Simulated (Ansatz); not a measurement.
Members of the series CXY, Y = H; each row names its spin state. Gas-phase values, no solvent. One relaxed conformer stands for each flexible species; it need not be the lowest. Strings in code marks are SMILES.

Quantity: adiabatic spin-state energy, in kJ/mol. The DFT solution of `[CH]F` is unstable or spin-contaminated; the geometry comes from it. HF references are unrestricted for open shells and restricted for singlets. The restricted reference of `[CH]F` and `[CH]O` is unstable towards unrestricted orbitals.

A: `[CH]O`: multiplicity 3 minus multiplicity 1
B: `[CH]N`: multiplicity 3 minus multiplicity 1
C: `[CH]F`: multiplicity 3 minus multiplicity 1

Problem. Put the candidates in order of adiabatic spin-state energy, lowest first, for frozen-core CCSD(T)/cc-pVQZ // PBE0-D3(BJ)/def2-TZVP (Ansatz, a first-principles code).

Solution. C (61.4 kJ/mol), A (91.2 kJ/mol), B (147.8 kJ/mol)
